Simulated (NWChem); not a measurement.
System: SiH3F; SMILES F[SiH3]

The following NWChem deck was run.

```
start job
memory heap 200 mb stack 900 mb global 1100 mb
geometry units angstroms noautosym nocenter noautoz
  Si     0.000000     0.000000    -0.459032
  F      0.000000     0.000000     1.165506
  H      0.998053     0.998053    -0.932912
  H      0.365313    -1.363365    -0.932912
  H     -1.363365     0.365313    -0.932912
end
basis spherical
  * library sto-3g
end
dft
  xc b3lyp
  iterations 150
end
property
  response 1 0.0773
end
task dft property
```

STO-3G and 3-21G are far too small for this property and stand as cheap habits. Structure relaxed at the PBE0/def2-SVP level.

Field at 589 nm.

Task: Give the results of this calculation. (B3LYP/STO-3G.) Quantities: isotropic polarisability (bohr³); anisotropy (bohr³).

Result: isotropic polarisability (bohr³): 11.0
anisotropy (bohr³): 0.4
